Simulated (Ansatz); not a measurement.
Compare A (`O[SiH2]CBS`) with its isomer B (`CS[SiH2]BO`).

Isolated molecules relaxed with PBE0-D4/def2-TZVP in Ansatz; ΔE leaves out vibrations. CBS: MP2 limit from def2 TZ/QZ plus the TZ coupled-cluster correction, frozen cores. DFT in def2-TZVPP. B3LYP here is the variant with VWN-RPA as its local correlation; programs differ in this. One conformer a species, not always the lowest.

Which is lower in electronic energy at CCSD(T)/CBS, and by how much? (Best estimate.)

The calculation gave: A, by 20.7 kcal/mol.

Give E(B) − E(A) in kcal/mol with B2PLYP, B3LYP, B3LYP-D4, ωB97M-V, MP2/def2-TZVPP, PBE0-D4, CCSD/def2-TZVPP. (An estimate is asked.)

Ansatz gave: B2PLYP 20.8, B3LYP 19.4, B3LYP-D4 19.4, ωB97M-V 21.2, MP2/def2-TZVPP 23.1, PBE0-D4 18.6, CCSD/def2-TZVPP 21.5. None reverses the order clearly.

Largest T1 diagnostic: 0.013.

From PBE to PBE0 (25 % exact exchange), in def2-TZVPP and without D4, E(B) − E(A) moves by +1.7 kcal/mol.
